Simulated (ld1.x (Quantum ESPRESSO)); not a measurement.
# How hard is this oxygen TM potential?

oxygen (O), norm-conserving Troullier–Martins (Kleinman–Bylander form), made with ld1.x (Quantum ESPRESSO) 7.5 (Wu–Cohen, non-relativistic). Core [He], reference 2s2 2p2 (charge +2). Waves: 2s (bound): rc 0.75 bohr; 3d channel at 0.3 Ry: rc 1.80 bohr; 2p (bound): rc 1.65 bohr. Local part: the p channel. Core correction: none.

The pseudo-atom Hamiltonian at the reference potential is diagonalised in spherical Bessel functions j_l(qr) that vanish at 20 bohr, with q² up to the cutoff. All-electron valence levels (Ry): 2s -4.2746, 2p -3.1774.

**Question.** How do the lowest levels (Ry) of each channel move with the cutoff, and are there ghosts?

**Answer.**

```tsv
cutoff (Ry)	s #1	s #2	d #1	d #2	p #1	p #2	f #1	f #2	Σ f·Δε (mRy)
8	-4.0492	-1.0028	-0.5637	-0.2878	-1.8212	-0.5945	-0.2568	-0.1422	3163.3
18	-4.0969	-1.0140	-0.5744	-0.2920	-2.5718	-0.7271	-0.2568	-0.1422	1566.7
30	-4.1464	-1.0185	-0.5755	-0.2924	-3.0351	-0.7860	-0.2568	-0.1422	540.8
50	-4.2401	-1.0269	-0.5755	-0.2924	-3.1729	-0.8028	-0.2568	-0.1422	78.0
70	-4.2665	-1.0301	-0.5756	-0.2925	-3.1770	-0.8038	-0.2568	-0.1422	17.0
110	-4.2706	-1.0309	-0.5756	-0.2925	-3.1773	-0.8038	-0.2568	-0.1422	8.1
160	-4.2729	-1.0312	-0.5756	-0.2925	-3.1774	-0.8038	-0.2568	-0.1422	3.3
260	-4.2745	-1.0314	-0.5756	-0.2925	-3.1774	-0.8038	-0.2568	-0.1422	0.2
400	-4.2746	-1.0314	-0.5756	-0.2925	-3.1774	-0.8038	-0.2568	-0.1422	0.0
```

Result: no extra level below or beside the all-electron valence levels (s, d, p, f tested); 10 mRy is reached at 90 Ry and 1 mRy at 200 Ry.

Its largest configuration-test error is +1423 meV.
